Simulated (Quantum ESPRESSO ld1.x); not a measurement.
The aim is the praseodymium ion Pr3+ in [Xe] 4f2. This ld1.x (Quantum ESPRESSO 7.5) run was made with `OMP_NUM_THREADS=1 ld1.x < ld1.in > ld1.out`. Can the result be used? Name any fault.

```
 &input
    zed=59.0,
    iswitch=1,
    rel=1,
    lsd=1,
    dft='PZ',
    config='[Xe] 4f2 4f2',
    prefix='ld1',
    max_out_wfc=37,
    file_charge='ld1.rho',
 /
```

Output (excerpt):

```
     Program LD1 v.7.5 starts

     --------------------------- All-electron run ----------------------------

     scalar relativistic calculation

     atomic number is 59.00
     dft =PZ   lsd =1 sic =0 latt =0  beta=0.20 tr2=1.0E-14
     Exchange-correlation= PZ
                           (   1   1   0   0   0   0   0)
     mesh =2087 r(mesh) = 100.53064 a.u. xmin = -8.00 dx = 0.00800
     1 Ry =  13.60569312 eV, c = 137.03599908

     n l     nl                  e(Ry)          e(Ha)          e(eV)
     1 0     1S 1( 1.00)     -3070.4880     -1535.2440    -41776.1171
     2 0     2S 1( 1.00)      -494.0673      -247.0337     -6722.1287
     2 1     2P 1( 3.00)      -442.2972      -221.1486     -6017.7603
     3 0     3S 1( 1.00)      -106.5396       -53.2698     -1449.5448
     3 1     3P 1( 3.00)       -90.1413       -45.0707     -1226.4352
     4 0     4S 1( 1.00)       -21.1546       -10.5773      -287.8232
     4 1     4P 1( 3.00)       -15.7992        -7.8996      -214.9590
     3 2     3D 1( 5.00)       -67.0649       -33.5325      -912.4647
     5 0     5S 1( 1.00)        -3.0433        -1.5217       -41.4068
     5 1     5P 1( 3.00)        -1.7858        -0.8929       -24.2972
     4 2     4D 1( 5.00)        -8.1428        -4.0714      -110.7884
     4 3     4F 1( 2.00)        -0.2124        -0.1062        -2.8899
     4 3     4F 2( 2.00)        -0.2124        -0.1062        -2.8899
     1 0     1S 2( 1.00)     -3070.4880     -1535.2440    -41776.1171
     2 0     2S 2( 1.00)      -494.0673      -247.0337     -6722.1287
     2 1     2P 2( 3.00)      -442.2972      -221.1486     -6017.7603
     3 0     3S 2( 1.00)      -106.5396       -53.2698     -1449.5448
     3 1     3P 2( 3.00)       -90.1413       -45.0707     -1226.4352
     4 0     4S 2( 1.00)       -21.1546       -10.5773      -287.8232
     4 1     4P 2( 3.00)       -15.7992        -7.8996      -214.9590
     3 2     3D 2( 5.00)       -67.0649       -33.5325      -912.4647
     5 0     5S 2( 1.00)        -3.0433        -1.5217       -41.4068
     5 1     5P 2( 3.00)        -1.7858        -0.8929       -24.2972
     4 2     4D 2( 5.00)        -8.1428        -4.0714      -110.7884

     final scf error:  5.3E-15 reached in  31 iterations

     Etot =  -18460.563771 Ry,   -9230.281885 Ha, -251168.765541 eV
     Total magnetization:    0.00 Bohr mag.

     Ekin =   19602.615473 Ry,    9801.307737 Ha,  266707.170539 eV
     Encl =  -44798.476557 Ry,  -22399.238279 Ha, -609514.324415 eV
     Eh   =    7153.567351 Ry,    3576.783676 Ha,   97329.242114 eV
     Exc  =    -418.270038 Ry,    -209.135019 Ha,   -5690.853778 eV
```

Answer. No (ran as typed). The line at issue: config='[Xe] 4f2 4f2'. The string holds 58 electrons for Z = 59, so the species has charge 1 and is not the one meant. The run is valid for that other species. The sound input gives -9229.211 hartree.
